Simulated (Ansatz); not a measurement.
Job for Ansatz (a program for electronic structure): U-CCSD(T)/cc-pVDZ on Br (SMILES [Br]).

Ansatz 0.2 input:
```yaml
crystal:
  periodic: [false, false, false]
  atoms:
    - {symbol: Br, position_ang: [0.00000000, 0.00000000, 0.00000000]}
basis:
  gaussian:
    orbitals: cc-pVDZ
magnetization: {spin_polarized: true, initial_magnetization: 1}
correlation: {method: ccsd_t, electrons: outside_noble_gas}
scf: {omitted_lower_state_checks: [cluster_reference]}
```

Question: Give the final energy of this run.

Answer: -2572.4759 hartree (reference determinant -2572.3684, T1 diagnostic 0.005).
